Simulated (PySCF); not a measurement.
Energies from PySCF (xtb for GFN2), thermal terms from the rigid-rotor harmonic-oscillator model, ideal gas at 1 bar. 'Table' is the NASA 1993 thermochemical table (part measured, part estimated). Open shells (unrestricted): SrBr (multiplicity 2). GFN2 has no spin-polarisation term. The harmonic model lacks anharmonicity and excited electronic states, which grow with temperature; levels with a mode under 35 cm⁻¹ are left out. The table's entry may be an old estimate for SrBr (not checked at source).

Harmonic frequencies at GFN2-xTB (cm⁻¹): 174. Point group C∞v; S°(298 K) = 265.4 J/mol/K at this level.

Q: Work out Cp and S° of gaseous SrBr at 500, 800, 1200, 1600, 2000 K from these, and set them beside the table.

A: 
```tsv
T (K)	Cp GFN2-xTB	Cp table	S° GFN2-xTB	S° table
500	37.2	37.4	284.6	283.0
800	37.3	37.7	302.1	300.6
1200	37.4	38.0	317.3	316.0
1600	37.4	38.2	328.0	327.0
2000	37.4	38.5	336.4	335.5
```
Units J/mol/K.
